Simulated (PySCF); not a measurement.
Compound: C4H8O2Si.
Geometry (GFN2-xTB, Å), atoms numbered from 1 in this order:
```xyz
15
C4H8O2Si angstrom
C     -2.3366   -1.2722   -0.0961
O     -1.2656   -0.4368    0.2247
Si    -0.3277    0.4313   -0.7724
C      0.8914    1.2562    0.4327
C      1.6452    0.2386    1.2478
C      2.9107    0.0140    1.1349
O      4.0604   -0.1753    1.0393
H     -3.1097   -0.7239   -0.6391
H     -2.7548   -1.6582    0.8342
H     -2.0040   -2.1079   -0.7157
H      0.3679   -0.4258   -1.7371
H     -1.1071    1.4392   -1.5013
H      0.3637    1.9274    1.1116
H      1.5937    1.8617   -0.1364
H      1.0682   -0.3604    1.9322
```

Level of theory: PySCF 2.14.0, density-fitted response routines, TDDFT wB97X-D/def2-SVPD, vertical, gas phase, core orbitals frozen in the response.

Orbital energies (eV): HOMO-3 -11.90, HOMO-2 -10.85, HOMO-1 -10.20, HOMO -8.29, LUMO 0.95, LUMO+1 1.97, LUMO+2 2.27.

Computed singlets:

```json
{"state": "S1", "E (eV)": "3.52", "f": "0.0006"}
{"state": "S2", "E (eV)": "6.15", "f": "0.010"}
{"state": "S3", "E (eV)": "6.60", "f": "0.092"}
{"state": "S4", "E (eV)": "7.23", "f": "0.064"}
{"state": "S5", "E (eV)": "7.41", "f": "0.0042"}
{"state": "S6", "E (eV)": "7.47", "f": "0.013"}
{"state": "S7", "E (eV)": "7.66", "f": "0.019"}
{"state": "S8", "E (eV)": "7.73", "f": "0.0048"}
```

Problem. Which orbital pair leads each of S1, S2, S3 and S5, and how does its energy difference Δε compare with the excitation energy?

Solution. 

```csv
state,leading configuration,weight,Δε (eV),E (eV),E − Δε (eV),f,other configurations
S1,HOMO→LUMO,0.96,9.25,3.52,-5.73,0.0006,–
S2,HOMO→LUMO+2,0.63,10.56,6.15,-4.42,0.010,H→L+3 (25%)
S3,HOMO→LUMO+1,0.69,10.26,6.60,-3.67,0.092,"H→L+2 (11%), H→L+3 (9%)"
S5,HOMO-1→LUMO+1,0.83,12.17,7.41,-4.76,0.0042,–
```

E − Δε runs from -5.73 to -3.67 eV. By orbital difference alone the order would be S1, S3, S2, S5.

H and L stand for HOMO and LUMO. The other states: S4 7.23 eV, f 0.064, H→L+4 (45%), H→L+7 (12%), H→L+2 (10%); S6 7.47 eV, f 0.013, H→L+5 (66%), H→L+4 (8%); S7 7.66 eV, f 0.019, H→L+3 (36%), H→L+7 (31%), H→L+1 (12%); S8 7.73 eV, f 0.0048, H-1→L (38%), H→L+6 (16%), H→L+8 (13%).

Problem. Which computed triplets share their leading configuration (75% or more) with a singlet, and how far apart are the partners?

Solution. 

```json
{"configuration": "HOMO→LUMO", "triplet": "T1", "E(T) (eV)": "3.19", "singlet": "S1", "E(S) (eV)": "3.52", "E(S) − E(T) (eV)": "+0.33"}
```

The 3 triplets are Tamm–Dancoff values, the singlets full response.

Summed over the main configurations (up to three a state, each over 8%) of all 8 singlets, the electron leaves HOMO with weight 5.21 and HOMO-1 with weight 1.21.

One conformer stands for the species.
